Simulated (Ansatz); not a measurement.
Start from `F[SiH]1CC1` and change one atom or group to get `C[C@@H]1C[Si@@H]1F`.

Ansatz, PBE0-D4/def2-TZVP geometries, multiplicity 1. 

```tsv
property	`F[SiH]1CC1`
ideal-gas entropy at 298 K and 1 bar (rigid rotor, harmonic PBE0-D4/def2-TZVP) / J/(mol·K)	294
HOMO–LUMO gap (PBE0/def2-TZVPP) / eV	7.73
HOMO energy (B3LYP/def2-TZVPP) / eV	-6.98
size of the dipole moment (PBE/def2-TZVPP) / D	1.22
HOMO energy (ωB97M-V/def2-TZVPP) / eV	-9.39
LUMO energy (PBE0/def2-TZVPP) / eV	0.55
```

**Question.** Give the same properties after the change, and the shifts. (Estimate.)

**Answer.** Computed: 
```json
{"property": "ideal-gas entropy at 298 K and 1 bar (rigid rotor, harmonic PBE0-D4/def2-TZVP) / J/(mol·K)", "`C[C@@H]1C[Si@@H]1F`": "326", "shift": "32"}
{"property": "HOMO–LUMO gap (PBE0/def2-TZVPP) / eV", "`C[C@@H]1C[Si@@H]1F`": "7.38", "shift": "-0.35"}
{"property": "HOMO energy (B3LYP/def2-TZVPP) / eV", "`C[C@@H]1C[Si@@H]1F`": "-6.75", "shift": "0.23"}
{"property": "size of the dipole moment (PBE/def2-TZVPP) / D", "`C[C@@H]1C[Si@@H]1F`": "1.28", "shift": "0.06"}
{"property": "HOMO energy (ωB97M-V/def2-TZVPP) / eV", "`C[C@@H]1C[Si@@H]1F`": "-9.13", "shift": "0.26"}
{"property": "LUMO energy (PBE0/def2-TZVPP) / eV", "`C[C@@H]1C[Si@@H]1F`": "0.45", "shift": "-0.10"}
```

With PBE0 the HOMO rises by 0.24 eV and the LUMO falls by 0.10 eV, so the gap narrows by about 0.34 eV. PBE moves the HOMO by 0.22 eV and ωB97M-V by 0.26 eV. The zero-point energy changes by 74.6 kJ/mol with +9 modes. Dipoles are sizes alone; their direction can turn.

B3LYP here is the variant with VWN-RPA as its local correlation; programs differ in this.
